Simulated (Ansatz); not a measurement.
Reaction (redistribution): `BN[SiH2]O` + `[CH3][Al]([OH])[SiH3]` → `[CH3][Al]([OH])[SiH2]O` + `BN[SiH3]`

Gas-phase electronic energies from Ansatz, PBE0-D4/def2-TZVP geometries. CBS: MP2 limit from def2 TZ/QZ plus the TZ coupled-cluster correction, frozen cores. DFT in def2-TZVPP. One conformer a species, not always the lowest.

Question: Is it downhill or uphill in electronic energy at CCSD(T)/CBS, and by how much? (Estimate.)

Answer: Computed: Uphill: ΔE = +0.42 eV.

Question: What do these levels give: PBE-D4, r2SCAN-D4, ωB97M-V, B2PLYP, r2SCAN, HF/def2-TZVPP, MP2/def2-TZVPP, SCS-MP2/def2-TZVPP, CCSD/def2-TZVPP, CCSD(T)/def2-TZVPP, HF/CBS(def2), MP2/CBS(def2)? (An estimate is asked.)

Answer: Computed: PBE-D4 0.41, r2SCAN-D4 0.44, ωB97M-V 0.43, B2PLYP 0.41, r2SCAN 0.43, HF/def2-TZVPP 0.41, MP2/def2-TZVPP 0.43, SCS-MP2/def2-TZVPP 0.41, CCSD/def2-TZVPP 0.43, CCSD(T)/def2-TZVPP 0.44, HF/CBS(def2) 0.40, MP2/CBS(def2) 0.42 eV.

Largest T1 diagnostic among the species: 0.013.
